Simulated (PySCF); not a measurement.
Species: C13H12.
Structure used (PBE0-D3(BJ)/def2-SVP), in Å, numbered top down from 1:
```xyz
25
C13H12 angstrom
C     -2.0965    2.7398    1.0049
C     -3.1693    1.9487    0.7823
C     -3.0373    0.4553    0.7623
C     -2.2189    0.1115   -0.4438
C     -0.9092    0.4252   -0.5306
C     -0.1658    1.2392    0.4177
C      1.2925    0.9854    0.5194
C      1.7772   -0.3295    0.4419
C      3.1391   -0.6003    0.5466
C      4.0490    0.4404    0.7250
C      3.5840    1.7535    0.7935
C      2.2227    2.0226    0.6886
C     -0.7328    2.2862    1.1001
H     -2.2600    3.8159    1.1311
H     -4.1535    2.4021    0.6279
H     -4.0185   -0.0367    0.7371
H     -2.5095    0.1215    1.6751
H     -2.7007   -0.3991   -1.2841
H     -0.3473    0.0758   -1.4033
H      1.0669   -1.1508    0.3177
H      3.4915   -1.6333    0.4931
H      5.1181    0.2300    0.8046
H      4.2902    2.5783    0.9172
H      1.8750    3.0579    0.7116
H     -0.0602    2.9073    1.7008
```

Method: TDDFT PBE0/def2-SVPD, vertical, gas phase, core orbitals frozen in the response in PySCF 2.14.0, density-fitted response routines.

Transition dipole moments from the ground state, in atomic units and in the frame of the coordinates above (overall signs are arbitrary), for the states with f of 0.002 or more among the lowest 9:

| state | E (hartree) | μx | μy | μz |
| --- | --- | --- | --- | --- |
| S1 | 0.1540 | -1.434 | 0.702 | 0.342 |
| S2 | 0.1755 | 0.224 | 0.040 | 0.073 |
| S4 | 0.1925 | -1.250 | -0.362 | -0.288 |
| S5 | 0.1930 | 0.349 | -0.270 | 0.002 |
| S6 | 0.1956 | -0.613 | 0.190 | -0.113 |
| S7 | 0.2165 | -0.741 | -0.253 | -0.140 |
| S9 | 0.2218 | 0.152 | 0.001 | 0.122 |

Question: What oscillator strength does each state have?

Answer: f = (2/3) ΔE |μ|² with ΔE in hartree (27.2114 eV).

```tsv
state	|μ|² (au)	|μ| (D)	f
S1	2.664	4.15	0.274
S2	0.057	0.61	0.007
S4	1.776	3.39	0.228
S5	0.195	1.12	0.025
S6	0.424	1.66	0.055
S7	0.632	2.02	0.091
S9	0.038	0.50	0.006
```

Question: What angle do the transition dipoles of S6 and S7 make?

Answer: |cos θ| = |μa·μb| / (|μa| |μb|) = 0.81, so θ ≈ 35° (taken between 0 and 90°, since the signs are arbitrary).

Question: How is the summed strength of these states shared among x, y and z?

Answer: (2/3) Σ ΔE μα² gives 0.565 for x, 0.091 for y and 0.030 for z, 0.686 in all.

Question: What peak molar absorption coefficient would the strongest computed level give as a lone Gaussian band 0.5 eV wide at half height?

Answer: ε(max) = 2.175×10⁸ f / FWHM, with the width in cm⁻¹. S1: 2.175×10⁸ × 0.2736 / 4033 ≈ 15000 L mol⁻¹ cm⁻¹.

Time: 73 s wall, 2.7 min CPU (grids of density and orbitals included); peak memory 2.0 GiB. Hardware: an Intel Xeon 6975P-C with 2 threads, shared host.

One conformer stands for the species.
